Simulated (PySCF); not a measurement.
**TlB⁺ from Hartree–Fock to correlated methods**

State: ²Σ⁺ (doublet), unpaired electrons σ ↑. Set-up: Tl def2-SVPD with ECP60, B def2-SVPD; scalar-relativistic core potentials (PySCF 2.14). De refers to Tl⁺ + B in their high-spin ground configurations, without counterpoise correction. The functionals are run spin-unrestricted. A positive dipole points towards B; it is taken about the centre of mass and depends on that origin.

```tsv
Level	Re (Å)	ωe (cm⁻¹)	De (eV)	μ (D)	CPU s a point (SCF and correlation, without the integrals)
UHF	3.287	139	n/a	2.12	0.17
UHF-MP2	3.149	162	n/a	n/a	0.27
UHF-SCS-MP2	3.192	155	n/a	n/a	n/a
UHF-CCSD	3.177	155	n/a	n/a	n/a
UHF-CCSD(T)	3.159	158	n/a	n/a	5
PBE	3.110	168	n/a	3.07	0.55
r²SCAN	3.074	177	n/a	3.02	0.67
PBE0	3.081	176	n/a	2.89	0.97
BHandHLYP	3.120	171	n/a	2.63	0.44
M06-2X	3.138	171	n/a	2.60	0.73
B2PLYP	3.125	169	n/a	2.60	0.55
```

Task: What does a quarter of exact exchange do here, going from PBE to PBE0?

Result: PBE0 less PBE: -2.9 pm in Re, +4.8 % in ωe. Exact exchange removes part of the self-interaction that spreads semilocal densities, and in most molecules shortens and stiffens the bond and lowers De; so it does here.

Task: What does second-order correlation do here, going from UHF to UHF-MP2?

Result: UHF-MP2 less UHF: -13.8 pm in Re, +16.5 % in ωe. Correlation nearly always deepens the well. The bond shortens, as in weak, metallic or heavy-atom bonds, where dispersion and the correlation of outer-core electrons pull the atoms together.

Task: What does the triples do here, going from UHF-CCSD to UHF-CCSD(T)?

Result: UHF-CCSD(T) less UHF-CCSD: -1.8 pm in Re, +1.9 % in ωe. Correlation nearly always deepens the well. The bond shortens, as in weak, metallic or heavy-atom bonds, where dispersion and the correlation of outer-core electrons pull the atoms together.

Correlated steps freeze 5 core orbitals. These are scalar-relativistic numbers at best; spin–orbit coupling would shift them, the dissociation energy most. B2PLYP dipoles, levels and charges come from its SCF part alone. The state was picked by a PBE0 search and need not be the measured ground state.

The whole job (state search and all levels along the bond) took about 2 min on 1 thread of Oxide Virtual Turin-like (shared host), peak memory 0.69 GiB.
